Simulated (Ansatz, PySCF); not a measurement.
Reaction (SMILES): C[Si](Cl)(Cl)Cl [trichloro(methyl)silane] → [CH3] (CH3) + Cl[Si](Cl)Cl (the C-Si bond at the site shown breaks; other sites are not compared here)
Structures are relaxed separately at B3LYP-D3(BJ)/def2-TZVP in Ansatz (a first-principles code). Frequencies are from Ansatz or PySCF.

Quantity: bond dissociation energy (enthalpy at 298 K, with B3LYP-D3(BJ) rigid-rotor harmonic-oscillator terms), in kJ/mol. Valence correlation only, unless marked. UHF or UKS for open shells. Spin-orbit coupling is left out. No relativistic terms. Basis-set limits of correlation are two-point, X^-3; Hartree-Fock from the larger set. [CCSD(T)-MP2]/basis is that difference in the basis named.

Level to compare with: RI-MP2/CBS(cc-pV(T+d)Z,cc-pV(Q+d)Z)+[CCSD(T)-MP2]/cc-pV(T+d)Z (Ansatz), 399.7 kJ/mol. It is a level with limits of its own, and the differences hold the functionals' basis error too.

Q: Rank these functionals by how close they come to RI-MP2/CBS(cc-pV(T+d)Z,cc-pV(Q+d)Z)+[CCSD(T)-MP2]/cc-pV(T+d)Z, closest first: TPSSh/def2-TZVPD (PySCF); BHLYP/def2-TZVPD (Ansatz); B97M-V/def2-TZVPD (Ansatz).

A: B97M-V/def2-TZVPD (meta-GGA with VV10, 388.2 kJ/mol, difference -11.5), BHLYP/def2-TZVPD (global hybrid, 362.2 kJ/mol, difference -37.5), TPSSh/def2-TZVPD (hybrid meta-GGA, 352.7 kJ/mol, difference -47.0)
